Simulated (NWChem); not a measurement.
Species: VNH3O2F; SMILES [NH]=[V]([OH])([OH])[F]

```xyz
8

V     -0.0001     0.0133    -0.0783
N      0.0003    -0.0971     1.5121
H     -0.0023    -0.0211     2.5281
F     -0.0331     1.6837    -0.5235
O     -1.4152    -0.8063    -0.6948
H     -2.0904    -1.1887    -0.1241
O      1.4480    -0.7489    -0.6917
H      2.1367    -1.1039    -0.1195
```
Atoms are numbered in this order, from 1.

All runs: NWChem. Pople sets run with spherical d functions. Coordinates come from a PBE0/def2-SVP optimisation. Not confirmed as a minimum by frequencies. Vzz is the largest principal value of the second derivative of the potential at the nucleus (NWChem prints the opposite sign); η is the asymmetry. Non-relativistic.

What does the run give for PBE/6-31G*? Quantities: Vzz V1 (a.u.); η V1; Vzz N2 (a.u.); η N2; Vzz O7 (a.u.); η O7.


```yaml
Vzz V1 (a.u.): 0.222
"η V1": 0.41
Vzz N2 (a.u.): 0.223
"η N2": 0.49
Vzz O7 (a.u.): 1.067
"η O7": 0.23
```
